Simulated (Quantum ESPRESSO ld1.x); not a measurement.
The numbers below are computed, except where a source is named.
Isoelectronic series with 16 electrons, all held in the configuration [Ne] 3s2 3p4, which need not be the ground one along the series. Level of theory: Dirac Kohn-Sham, PBEsol, spin-unpolarised, spherical densities, point nucleus; open shells fill j = l - 1/2 first (ld1.x of Quantum ESPRESSO 7.5). Total energies (hartree) and mean radii <r> (bohr):

S: E (hartree) -398.409; 3p3/2 2.074; 3p1/2 2.065; 3s1/2 1.696
Ar2+: E (hartree) -526.852; 3p3/2 1.469; 3p1/2 1.463; 3s1/2 1.330
Ca4+: E (hartree) -674.431; 3p3/2 1.162; 3p1/2 1.156; 3s1/2 1.097
Ti6+: E (hartree) -841.175; 3p3/2 0.9678; 3p1/2 0.9623; 3s1/2 0.9353
Cr8+: E (hartree) -1027.161; 3p3/2 0.8316; 3p1/2 0.8262; 3s1/2 0.8161
Fe10+: E (hartree) -1232.488; 3p3/2 0.7301; 3p1/2 0.7246; 3s1/2 0.7242
Ni12+: E (hartree) -1457.274; 3p3/2 0.6512; 3p1/2 0.6456; 3s1/2 0.6510
Zn14+: E (hartree) -1701.653; 3p3/2 0.5879; 3p1/2 0.5823; 3s1/2 0.5913
Ge16+: E (hartree) -1965.774; 3p3/2 0.5361; 3p1/2 0.5302; 3s1/2 0.5415
Se18+: E (hartree) -2249.803; 3p3/2 0.4926; 3p1/2 0.4866; 3s1/2 0.4993
Kr20+: E (hartree) -2553.918; 3p3/2 0.4558; 3p1/2 0.4495; 3s1/2 0.4632
Sr22+: E (hartree) -2878.32; 3p3/2 0.4240; 3p1/2 0.4176; 3s1/2 0.4317
Zr24+: E (hartree) -3223.21; 3p3/2 0.3964; 3p1/2 0.3897; 3s1/2 0.4042
